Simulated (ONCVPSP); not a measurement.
# What one change does to a pseudopotential (bromine, ONCV)

bromine, optimised norm-conserving Vanderbilt (ONCV), made with ONCVPSP 4.0.1 (BLYP, scalar-relativistic). Core [Ar], reference 3d10 4s2 4p3 (charge +2). Waves: 4s: rc 1.25 bohr, ncon 4, nbas 8, qcut 5.5 1/bohr, 3 projectors, debl 3.6 Ha; 4p: rc 1.55 bohr, ncon 5, nbas 10, qcut 5 1/bohr, 2 projectors, debl 2.1 Ha; 3d: rc 0.70 bohr, ncon 3, nbas 7, qcut 21 1/bohr, 2 projectors, debl 2.8 Ha. Local part: polynomial inside 0.45 bohr (lpopt 1, dvloc0 3 Ha). Core correction: none.

In the d channel the program set the typed energies aside and used -3.331, 0.250 Ha.

All-electron outer shells of the reference configuration (BLYP, scalar-relativistic, ld1.x):

```json
{"shell": "3s", "level (eV)": "-261.81", "outermost node (bohr)": "0.23", "outermost maximum (bohr)": "0.48"}
{"shell": "3p", "level (eV)": "-197.34", "outermost node (bohr)": "0.21", "outermost maximum (bohr)": "0.48"}
{"shell": "3d", "level (eV)": "-90.64", "outermost node (bohr)": "–", "outermost maximum (bohr)": "0.43"}
{"shell": "4s", "level (eV)": "-41.74", "outermost node (bohr)": "0.67", "outermost maximum (bohr)": "1.38"}
{"shell": "4p", "level (eV)": "-28.10", "outermost node (bohr)": "0.70", "outermost maximum (bohr)": "1.58"}
```

Change: local potential polynomial inside 0.45 bohr (lpopt 1, dvloc0 5 Ha).

Cutoffs: the cutoffs (Ha) at which the residual kinetic energy of the hardest occupied pseudo-wave falls to 1 and 0.1 mHa per electron; they do not see the model core or the augmentation charge, which bear on the density cutoff. Errors are all-electron minus pseudo energies relative to the spin-unpolarised reference configuration.

Q: Predict the effect on cutoff, ghosts and configuration errors.

A: The potential gets neither clearly harder nor softer (183 Ha and 202 Ha → 183 Ha and 202 Ha); both files keep a bound ghost (p, s); the errors of the 4 common tests hardly move.

| quantity | base | changed |
| --- | --- | --- |
| cutoff, loose | 183 Ha | 183 Ha |
| cutoff, tight | 202 Ha | 202 Ha |
| bound ghosts | s, p | s, p |
| GHOST(+) flags under 300 eV | none | none |
| error for 3d10 4s2 4p5, meV [ΔE -35.02 eV] | +13 | +13 |
| error for 3d10 4s2 4p4, meV [ΔE -22.62 eV] | +6.8 | +6.7 |
| error for 3d10 4s2 4p2, meV [ΔE 33.88 eV] | +0.8 | +0.8 |
| error for 3d10 4s1 4p5, meV [ΔE -9.57 eV] | +4.2 | +4.1 |
| s: phases at 1.27 bohr within 0.05 rad from the reference energy up to (Ha; the scan ends near 5) | to the end of the scan | to the end of the scan |
| p: phases at 1.58 bohr within 0.05 rad from the reference energy up to (Ha; the scan ends near 5) | to the end of the scan | n/a |
| d: phases at 0.71 bohr within 0.05 rad from the reference energy up to (Ha; the scan ends near 5) | to the end of the scan | to the end of the scan |

 A true bound ghost makes a file unfit for plane-wave use even where its test errors are small: the radial tests pick states by their node count and pass the ghost by.
